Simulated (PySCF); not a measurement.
## CoO₂⁺ + Cl₂ → CoCl₂⁺ + O₂

Level: PBE0 in the def2-TZVP basis family, all electrons, no relativity, computed in PySCF with density fitting; open shells unrestricted.

| species | state and structure | E (Eh) | ZPE (kJ/mol) | H(298 K) − H(0) (kJ/mol) | S° (J/(mol K)) |
| --- | --- | --- | --- | --- | --- |
| CoO₂⁺ | quintet, C2v, Co–O 1.974 Å (×2), O–O 1.257 Å; Co–O–O 71.4° (×2), O–Co–O 37.1° | -1532.47724 | 12.2 | 11.9 | 278.6 |
| Cl₂ | singlet, D∞h, Cl–Cl 1.982 Å | -920.08940 | 3.5 | 9.1 | 222.5 |
| CoCl₂⁺ | quintet, D∞h, Co–Cl 2.037 Å (×2) | -2302.39425 | 6.4 | 14.3 | 299.0 |
| O₂ | triplet, D∞h, O–O 1.193 Å | -150.23561 | 10.3 | 8.7 | 204.9 |

(1) What is the electronic reaction energy?

(2) Add zero-point, thermal and entropy terms for 298.15 K and 1 bar.

## Answers

(1) At PBE0/def2-TZVP, ΔE = -166.0 kJ/mol from the differences of the total energies times 2625.5, downhill. 

(2) ΔZPE = 1.0 and Δ[H(298) − H(0)] = 2.0 kJ/mol give ΔH° = -163.0 kJ/mol. ΔS° = 2.8 J/(mol K), so ΔG° = -163.0 − 298.15 × (0.0028) = -164 kJ/mol.

Open d or f shells are single determinants, so the state found may not be the ground state. Only the bonding shown was studied: isomers, or loss of a ligand pair, can lie lower.
